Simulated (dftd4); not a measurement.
C₅H₁₅NSi, singlet, geometry from GFN2-xTB; D4 for r2scan (dftd4 4.2.0).

Here is a job for dftd4.
```
$ dftd4 mol.xyz --func r2scan --charge 0 --json dftd4.json --noedisp

# file mol.xyz
22

C      1.71185036    -1.03445375     1.02410857
N      1.12922745    -0.05576443     0.13877023
C      2.01881467     0.27415239    -0.94792001
Si    -0.58941697     0.11968601    -0.01232646
C     -1.43917511    -1.24895256    -1.05280543
C     -1.32501735     0.09523208     1.74444474
C     -0.92379892     1.80564883    -0.83309989
H      1.04073349    -1.22585586     1.85504434
H      1.91244050    -1.98300966     0.50959618
H      2.66026108    -0.65744338     1.41824843
H      2.23719875    -0.59854696    -1.57674586
H      1.57353050     1.04548775    -1.56779954
H      2.96644594     0.64783987    -0.54877267
H     -1.27541437    -2.23241381    -0.62001725
H     -2.51242855    -1.09851393    -1.12003853
H     -1.05011444    -1.27194755    -2.06740991
H     -0.74986589     0.70976158     2.42908742
H     -1.36597019    -0.90976445     2.15185176
H     -2.34016657     0.47779620     1.73381172
H     -1.96158196     2.09172370    -0.69832661
H     -0.73503580     1.77994433    -1.90145535
H     -0.30882891     2.58992704    -0.40426318
```

Output, abridged:

```
                    ____  _____ _____     ____  _  _
      -------------|  _ \|  ___|_   _|---|  _ \| || |------------
     |             | | | | |_    | | ___ | | | | || |_           |
     |             | |_| |  _|   | ||___|| |_| |__   _|          |
     |             |____/|_|     |_|     |____/   |_|            |
     |             ===================================           |
     |            E. Caldeweyher, S. Ehlert & S. Grimme          |
     |          Mulliken Center for Theoretical Chemistry        |
     |                    University of Bonn                     |
      -----------------------------------------------------------

Rational (Becke-Johnson) damping: r2scan-D4-ATM
---------------------
  s6         1.0000
  s8         0.6019
  s9         1.0000
  a1         0.5156
  a2         5.7734
 alp        16.0000
--------------------

Dispersion energy:      -5.5494357695530E-03 Eh

[Info] JSON dump of results written to 'dftd4.json'
```
